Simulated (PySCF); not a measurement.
Species: cyclo-(H2SnO)3.
Geometry (PBE0-D3(BJ)/def2-SVP, Å), atoms numbered from 1 in this order:
```xyz
12
H6O3Sn3 angstrom
Sn     0.8071   -1.1989   -1.5087
H      0.8770   -2.8979   -1.3095
H      1.4092   -0.5658   -2.9794
O      1.8174   -0.3677   -0.0304
Sn     1.2524    0.7436    1.5001
H      2.0574    2.2480    1.3825
H      1.4990   -0.1603    2.9323
O     -0.6843    1.0758    1.3156
Sn    -2.0283    0.4445    0.0156
H     -3.1291   -0.5750    0.8393
H     -2.6851    1.8113   -0.7761
O     -1.0771   -0.6401   -1.3304
```

Computed with PySCF 2.14.0, density-fitted response routines, TDDFT PBE0/def2-SVPD, vertical, gas phase, core orbitals frozen in the response, def2 core potentials past Kr. Spin–orbit coupling is left out.

List the vertical singlet excitations with oscillator strengths and describe the spectrum.

| state | E (eV) | E (hartree) | f | \|μ\| (D) | main configurations (H = HOMO, L = LUMO) |
| --- | --- | --- | --- | --- | --- |
| S1 | 5.72 | 0.2102 | 0.078 | 1.90 | H→L (84%) |
| S2 | 5.75 | 0.2114 | 0.0000 | 0.03 | H→L+1/L+2 (≥54%), H-2/H-1→L (≥28%) |
| S3 | 5.76 | 0.2115 | 0.0002 | 0.10 | H→L+1/L+2 (≥53%), H-2/H-1→L (≥28%) |
| S4 | 6.10 | 0.2243 | 0.0002 | 0.09 | H-2/H-1→L (≥56%), H→L+1/L+2 (≥39%) |
| S5 | 6.11 | 0.2244 | 0.0003 | 0.11 | H-2/H-1→L (≥56%), H→L+1/L+2 (≥39%) |
| S6 | 6.29 | 0.2310 | 0.015 | 0.80 | H-2/H-1→L+1/L+2 (≥80%) |
| S7 | 6.29 | 0.2311 | 0.066 | 1.66 | H-3→L (47%), H-3→L+1/L+2 (≥22%), H-4→L+1/L+2 (≥21%) |
| S8 | 6.29 | 0.2313 | 0.065 | 1.65 | H-4→L (46%), H-3→L+1/L+2 (≥35%), H-4→L+1/L+2 (≥14%) |
| S9 | 6.33 | 0.2325 | 0.0025 | 0.32 | H-4→L+1/L+2 (≥51%), H-3→L+1/L+2 (≥36%) |
| S10 | 6.33 | 0.2328 | 0.0001 | 0.06 | H-2/H-1→L+1/L+2 (≥96%) |

Triplets, Tamm–Dancoff:

| state | E (eV) | λ (nm) | main configurations (H = HOMO, L = LUMO) |
| --- | --- | --- | --- |
| T1 | 5.07 | 244.7 | H→L (74%), H-2/H-1→L+1/L+2 (≥21%) |
| T2 | 5.26 | 235.9 | H-2/H-1→L (≥46%), H→L+1/L+2 (≥30%) |
| T3 | 5.26 | 235.9 | H-2/H-1→L (≥46%), H→L+1/L+2 (≥30%) |

The lowest singlet comes at 217 nm (552 kJ/mol) in the ultraviolet; it is of moderate strength; its leading configuration is HOMO→LUMO (84%). The strongest level in the table is S7/S8 at 6.29 eV (197 nm, f = 0.131 summed). S2/S3, S4/S5, S6/S7/S8 and S9/S10 lie within about 0.01 eV of each other in each set. Löwdin shares by element: HOMO oxygen 51%, tin 6% or more (atoms not listed hold the other 42%); LUMO tin 31%, oxygen 10% or more (atoms not listed hold the other 59%). The listed states span 0.61 eV, and the widest gap between neighbours is 0.35 eV (S3 to S4). Orbital energies (eV): HOMO-3 -8.37, HOMO-2 -8.18, HOMO-1 -8.18, HOMO -7.76, LUMO -0.86, LUMO+1 -0.72, LUMO+2 -0.71. The vertical ionisation energy (ΔSCF) is 9.33 eV, 2.99 eV above S10. Orbitals of the list HOMO-3 to LUMO+2 that lie within 0.01 eV of each other are written together with a slash and their weights summed (≥ marks a lower bound); for degenerate orbitals outside that list single weights are arbitrary. Singlets were solved by full linear response, triplets in the Tamm–Dancoff approximation.

Hardware: one thread of an AMD EPYC 9R45, shared host with 96 logical CPUs at a one-minute load of 50. Cost: 2.2 min wall (grids of density and orbitals included), 1.1 GiB resident at most.

One conformer stands for the species.
